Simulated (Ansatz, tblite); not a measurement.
Forces on n-GeSiSiGeH10 (Si₂Ge₂H₁₀) at its PBE-D4/def2-SVP geometry. Total charge 0; singlet.

The xTB rows come from tblite. Another isomer (singlet) lies 0.23 eV lower at PBE0-D4/def2-TZVP; other spin states weren't run for this one.

GFN1-xTB (tblite), largest force 0.85 eV/Å:

```xyz
14
positions Å, forces eV/Å
Ge   -1.101    2.148   -0.217   -0.198   -0.176   -0.045
Ge    2.125   -1.085   -0.427   -0.097   -0.132    0.221
Si   -1.610   -0.188   -0.071   -0.037    0.177    0.039
Si    0.188   -1.290    0.967    0.140   -0.073   -0.095
H    -0.832    2.720    1.200   -0.102   -0.083   -0.832
H     0.177    2.359   -1.074   -0.650    0.119    0.452
H    -2.263    2.949   -0.860    0.738   -0.173    0.362
H    -2.893   -0.381    0.697    0.301    0.039   -0.454
H    -1.801   -0.746   -1.458   -0.182    0.208    0.457
H    -0.118   -2.747    1.202    0.208    0.490    0.133
H     0.462   -0.644    2.302   -0.027   -0.423   -0.331
H     2.461    0.414   -0.652    0.014   -0.795   -0.014
H     3.362   -1.779    0.202   -0.478    0.425   -0.545
H     1.845   -1.732   -1.810    0.370    0.396    0.652
```

GFN2-xTB (tblite), largest force 0.69 eV/Å:

```
Ge -0.195 -0.624 -0.008
Ge -0.493 -0.088 0.429
Si -0.116 0.021 -0.026
Si 0.058 -0.084 0.072
H -0.057 0.035 -0.675
H -0.530 0.198 0.384
H 0.611 -0.031 0.282
H 0.454 0.082 -0.402
H -0.042 0.247 0.529
H 0.187 0.587 -0.003
H -0.057 -0.349 -0.472
H 0.088 -0.670 -0.074
H -0.293 0.347 -0.499
H 0.384 0.329 0.462
```

PBE-D4/def2-TZVP (Ansatz), largest force 0.15 eV/Å:

```
Ge 0.012 -0.001 -0.011
Ge -0.011 0.002 -0.008
Si -0.061 -0.056 -0.014
Si -0.022 -0.034 0.080
H -0.012 -0.016 -0.060
H -0.063 -0.002 0.041
H 0.047 -0.027 0.025
H 0.120 0.019 -0.074
H 0.010 0.054 0.131
H 0.034 0.141 -0.022
H -0.028 -0.070 -0.128
H -0.006 -0.069 0.009
H -0.044 0.028 -0.029
H 0.025 0.031 0.059
```
